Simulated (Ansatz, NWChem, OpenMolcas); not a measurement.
# Abstraction of Cl: CH3Cl + CHBrCl → CH3 + CHBrCl2

Species: CH3Cl (chloromethane) `CCl`, singlet; CHBrCl `Cl[CH]Br`, doublet; CH3 `[CH3]`, doublet; CHBrCl2 (bromodichloromethane) `ClC(Cl)Br`, singlet. A radical takes Cl: the energy is the difference in strength between two C–Cl bonds in different surroundings.

Shapes, held fixed at every level: PBE0-D4/def2-TZVP. Programs: Ansatz 0.2.0, NWChem 7.3.0, OpenMolcas 26.06. The zero-point and thermal change to 298 K, harmonic and unscaled (PBE0-D4/def2-TZVP), is -7.7 kJ/mol.

(1) Estimate ΔH(298 K) of this reaction.

Answers

(1) The highest level, CCSD(T)/def2-TZVPP, gives ΔH(298 K) = +38.1 kJ/mol; the levels span +38.1 to +58.6. The column of differences is taken from that level and isn't an error. No measured value is set beside it here. Open shells run unrestricted unless RO is named. Relativity is left out for Br unless named. Correlated rows may include outer-core shells of Br, which these sets cover unevenly.

```tsv
level	kind	ΔH(298 K) (kJ/mol)	less CCSD(T)/def2-TZVPP
HF/def2-SVP	Hartree–Fock	+44.0	+5.9
B3LYP/6-31G* (spherical functions)	global hybrid	+58.6	+20.5
r2SCAN0-D4/def2-TZVPP	global hybrid	+43.1	+5.0
wB97X-V/def2-TZVPP	range-separated hybrid	+47.5	+9.4
B2PLYP/def2-TZVPP	double hybrid	+44.0	+5.9
CCSD/def2-TZVPP	coupled cluster or CI	+40.2	+2.1
CCSD(T)/def2-TZVPP	coupled cluster or CI	+38.1	0.0
```
